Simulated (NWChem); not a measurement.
System: BH$_{3}$O; SMILES BO

The following NWChem deck was run.

```
start job
memory heap 200 mb stack 900 mb global 1100 mb
geometry units angstroms noautoz
  B      0.016736     0.695132     0.000000
  H      1.059585     1.306106     0.000000
  H     -1.062852     1.251489     0.000000
  O      0.103360    -0.646945     0.000000
  H     -0.754463    -1.084444     0.000000
end
basis spherical
  * library def2-svpd
end
dft
  xc b3lyp
  iterations 150
end
tddft
  cis
  nroots 6
  notriplet
end
task tddft energy
```

Output (shortened):

```
             Northwest Computational Chemistry Package (NWChem) 7.3.0
             --------------------------------------------------------

 CS  symmetry detected

                             Geometry "geometry" -> ""
                             -------------------------

 Output coordinates in angstroms (scale by  1.889725989 to convert to a.u.)

  No.       Tag          Charge          X              Y              Z
 ---- ---------------- ---------- -------------- -------------- --------------
    1 B                    5.0000     0.00820649     0.70929272     0.00000000
    2 H                    1.0000     1.05193505     1.31876295     0.00000000
    3 H                    1.0000    -1.07057847     1.26720524     0.00000000
    4 O                    8.0000     0.09289596    -0.63290774     0.00000000
    5 H                    1.0000    -0.76555675    -1.06916984     0.00000000

 Effective nuclear repulsion energy (a.u.)      30.3643863804

      Symmetry information
      --------------------

 Group name             Cs
 Group number              2
 Group order               2
 No. of unique centers     5

                                 NWChem DFT Module
                                 -----------------

 Summary of "ao basis" -> "ao basis" (spherical)
 ------------------------------------------------------------------------------
       Tag                 Description            Shells   Functions and Types
 ---------------- ------------------------------  ------  ---------------------
 B                         def2-svpd                 8       20   4s2p2d
 H                         def2-svpd                 4        8   2s2p
 O                         def2-svpd                 9       23   4s3p2d

      Symmetry analysis of basis
      --------------------------

        a'         48
        a"         19

            General Information
            -------------------
          SCF calculation type: DFT
          Wavefunction type:  closed shell.
          No. of atoms     :     5
          No. of electrons :    16
           Alpha electrons :     8
            Beta electrons :     8
          Charge           :     0
          Spin multiplicity:     1
          Use of symmetry is: off; symmetry adaption is: on
          Maximum number of iterations: 150
          AO basis - number of functions:    67
                     number of shells:    29
          Convergence on energy requested:  1.00D-06
          Convergence on density requested:  1.00D-05
          Convergence on gradient requested:  5.00D-04

              XC Information
              --------------
                         B3LYP Method XC Potential
                     Hartree-Fock (Exact) Exchange  0.200
                        Slater Exchange Functional  0.800 local
                    Becke 1988 Exchange Functional  0.720 non-local
              Lee-Yang-Parr Correlation Functional  0.810
                  VWN I RPA Correlation Functional  0.190 local

             Grid Information
             ----------------
          Grid used for XC integration:  medium
          Radial quadrature: Mura-Knowles
          Angular quadrature: Lebedev.
          Tag              B.-S. Rad. Rad. Pts. Rad. Cut. Ang. Pts.
          ---              ---------- --------- --------- ---------
          B                   0.85       49           9.0       434
          H                   0.35       45          10.0       434
          O                   0.60       49           9.0       434
          Grid pruning is: on
          Number of quadrature shells:   233
          Spatial weights used:  Erf1

      Superposition of Atomic Density Guess
      -------------------------------------

 Sum of atomic energies:        -100.69626874

      Non-variational initial energy
      ------------------------------

 Total energy =    -101.383247
 1-e energy   =    -196.227918
 2-e energy   =      64.480285
 HOMO         =      -0.373053
 LUMO         =       0.005297

      Symmetry analysis of molecular orbitals - initial
      -------------------------------------------------

  Numbering of irreducible representations:

     1 a'          2 a"

  Orbital symmetries:

     1 a'          2 a'          3 a'          4 a'          5 a'
     6 a'          7 a"          8 a'          9 a"         10 a'
    11 a'         12 a'         13 a'         14 a"         15 a'
    16 a'         17 a"         18 a'

[...]

                                NWChem TDDFT Module
                                -------------------

            General Information
            -------------------
           No. of orbitals :     134
            Alpha orbitals :      67
             Beta orbitals :      67
        Alpha frozen cores :       0
         Beta frozen cores :       0
     Alpha frozen virtuals :       0
      Beta frozen virtuals :       0
         Spin multiplicity :       1
    Number of AO functions :      67
        Use of symmetry is : off
      Symmetry adaption is : on
         Schwarz screening :  0.10D-07

              XC Information
              --------------
                  B3LYP Method XC Potential
              Hartree-Fock (Exact) Exchange   0.20
                 Slater Exchange Functional   0.80 local
             Becke 1988 Exchange Functional   0.72 non-local
       Lee-Yang-Parr Correlation Functional   0.81
           VWN I RPA Correlation Functional   0.19 local

             TDDFT Information
             -----------------
          Calculation type : Tamm-Dancoff TDDFT
         Wavefunction type : Restricted singlets
          No. of electrons :      16
           Alpha electrons :       8
            Beta electrons :       8
              No. of roots :       6
          Max subspacesize :    5200
            Max iterations :     100
               Target root :       1
           Target symmetry : none
      Symmetry restriction : off
                 Algorithm : Optimal
        Davidson threshold :  0.10D-03

    6 smallest eigenvalue differences (eV)
--------------------------------------------------------
  No. Spin  Occ  Vir  Irrep   E(Occ)    E(Vir)   E(Diff)
--------------------------------------------------------
    1    1    8    9 a"       -0.319    -0.026     7.957
    2    1    8   10 a'       -0.319    -0.002     8.626
    3    1    7    9 a'       -0.388    -0.026     9.843
    4    1    8   11 a'       -0.319     0.046     9.921
    5    1    6    9 a"       -0.411    -0.026    10.476
    6    1    7   10 a"       -0.388    -0.002    10.513
--------------------------------------------------------

  Entering Davidson iterations
  Restricted singlet excited states

  Iter   NTrls   NConv    DeltaV     DeltaE      Time
  ----  ------  ------  ---------  ---------  ---------
    1      6       0     0.25E+00   0.10+100        3.9
    2     12       0     0.41E-01   0.34E-01        2.8
    3     18       0     0.41E-01   0.33E-02        2.5
    4     24       1     0.27E-01   0.15E-01        2.6
    5     29       5     0.53E-02   0.16E-02        2.4
    6     30       5     0.94E-03   0.50E-04        1.5
    7     31       5     0.18E-03   0.13E-05        1.6
    8     32       6     0.68E-04   0.59E-07        1.5
  ----  ------  ------  ---------  ---------  ---------
  Convergence criterion met

  Ground state a'       -101.845978778175 a.u.

  ----------------------------------------------------------------------------
  Root   1 singlet a"             0.235686856 a.u.                6.4134 eV
  ----------------------------------------------------------------------------
     Transition Moments    X -0.00000   Y  0.00000   Z -0.01034
     Dipole Oscillator Strength                    0.0000167961
     Electric Quadrupole                           0.0000001154
     Magnetic Dipole                               0.0000035784
     Total Oscillator Strength                     0.0000204899

     Occ.    8  a'  ---  Virt.    9  a"       0.99825
  ----------------------------------------------------------------------------
  Root   2 singlet a'             0.277412500 a.u.                7.5488 eV
  ----------------------------------------------------------------------------
     Transition Moments    X -0.12215   Y  0.10657   Z -0.00000
     Dipole Oscillator Strength                    0.0048597315
     Electric Quadrupole                           0.0000001562
     Magnetic Dipole                               0.0000023789
     Total Oscillator Strength                     0.0048622666

     Occ.    8  a'  ---  Virt.   10  a'      -0.99495
  ----------------------------------------------------------------------------
  Root   3 singlet a'             0.328253951 a.u.                8.9322 eV
  ----------------------------------------------------------------------------
     Transition Moments    X  0.57429   Y  0.19227   Z  0.00000
     Dipole Oscillator Strength                    0.0802646903
     Electric Quadrupole                           0.0000006627
     Magnetic Dipole                               0.0000000107
     Total Oscillator Strength                     0.0802653637

     Occ.    6  a'  ---  Virt.   10  a'       0.05415
     Occ.    7  a"  ---  Virt.    9  a"       0.15491
     Occ.    8  a'  ---  Virt.   11  a'       0.98353
  ----------------------------------------------------------------------------
  Root   4 singlet a"             0.330190817 a.u.                8.9850 eV
  ----------------------------------------------------------------------------
     Transition Moments    X -0.00000   Y -0.00000   Z  0.20846
     Dipole Oscillator Strength                    0.0095660340
     Electric Quadrupole                           0.0000004827
     Magnetic Dipole                               0.0000038405
     Total Oscillator Strength                     0.0095703571

[...]
```

Level: B3LYP/def2-SVPD, TDA. The geometry was optimised at PBE0/def2-SVP.
